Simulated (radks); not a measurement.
The europium ion Eu2.6+, 60.4 electrons, occupied as [Kr] 4d10 4f7 5s2 5p(up 3, down 2.4) (fractional occupations, a model configuration). All-electron calculation, scalar-relativistic Kohn-Sham, r2SCAN, spin-polarised, spherical densities, finite nucleus; open shells are filled with parallel spins first (spin-orbit coupling, left out, can overturn this in heavy ions); meta-GGA in the generalised Kohn-Sham scheme; Fermi nuclear charge, rms radius 5.1115 fm. Program: a radial shooting solver on a logarithmic mesh with Libxc functionals. Some entries of the table are withheld. Estimate them.

orbital,occ.,eigenvalue (eV),<r^2> (bohr^2),<r> (bohr)
1s up,1,-48457.63,0.0006795,0.02232
1s down,1,-48457.57,0.0006795,0.02232
2s down,1,-7995.408,0.01068,0.09509
2s up,1,-7995.395,0.01068,0.09509
2p up,3,-7122.613,0.008594,0.08390
2p down,3,-7122.580,0.008594,0.08390
3s up,1,-1784.086,0.07101,0.2493
3s down,1,-1781.110,0.07086,0.2490
3p up,3,-1511.003,0.07123,0.2479
3p down,3,-1508.011,0.07105,0.2476
3d up,5,-1145.641,0.06012,0.2261
3d down,5,-1143.301,0.05990,0.2257
4s up,1,-377.3347,0.3624,0.5668
4s down,1,-369.8851,0.3621,0.5666
4p up,3,-287.1407,0.4094,0.6001
4p down,3,-279.6255,0.4091,0.5998
4d up,5,-161.0118,0.4983,0.6553
4d down,5,-153.3683,0.4995,0.6558
5s up,1,-68.8709,2.083,1.362
5s down,1,-64.2754,2.204,1.400
5p up,3,(1),2.782,1.570
5p down,2.4,(2),2.971,1.622
4f up,7,-25.9030,(3),0.9122
4f down,0,-18.8942,(4),0.9827

Answer. 
(1) 5p up eigenvalue (eV): -46.6789
(2) 5p down eigenvalue (eV): -43.1795
(3) 4f up <r^2> (bohr^2): 1.088
(4) 4f down <r^2> (bohr^2): 1.313
